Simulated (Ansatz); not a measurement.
One change: `C[SiH2][Al]([F])[F]` becomes `[NH2][Al]([F])[F]`.

Ansatz, PBE0-D4/def2-TZVP geometries, multiplicity 1. Each molecule was computed in one conformer, which needn't be the lowest.

| property | `C[SiH2][Al]([F])[F]` |
| --- | --- |
| HOMO–LUMO gap (B3LYP/def2-TZVPP) / eV | 6.60 |
| HOMO–LUMO gap (ωB97M-V/def2-TZVPP) / eV | 10.68 |
| LUMO energy (B3LYP/def2-TZVPP) / eV | -1.47 |
| size of the dipole moment (B3LYP/def2-TZVPP) / D | 2.54 |
| HOMO energy (PBE/def2-TZVPP) / eV | -7.10 |
| HOMO–LUMO gap (PBE0/def2-TZVPP) / eV | 6.98 |

Task: Give the same properties after the change, and the shifts. (Estimate.)

Result: Computed: 
| property | `[NH2][Al]([F])[F]` | shift |
| --- | --- | --- |
| HOMO–LUMO gap (B3LYP/def2-TZVPP) / eV | 6.77 | 0.17 |
| HOMO–LUMO gap (ωB97M-V/def2-TZVPP) / eV | 11.35 | 0.67 |
| LUMO energy (B3LYP/def2-TZVPP) / eV | -1.02 | 0.45 |
| size of the dipole moment (B3LYP/def2-TZVPP) / D | 2.55 | 0.01 |
| HOMO energy (PBE/def2-TZVPP) / eV | -6.58 | 0.52 |
| HOMO–LUMO gap (PBE0/def2-TZVPP) / eV | 7.37 | 0.39 |

With PBE0 the HOMO rises by 0.22 eV and the LUMO rises by 0.60 eV, so the gap widens by about 0.38 eV. PBE moves the HOMO by 0.52 eV and ωB97M-V by -0.17 eV. Dipoles are sizes alone; their direction can turn.

B3LYP here is the variant with VWN-RPA as its local correlation; programs differ in this.
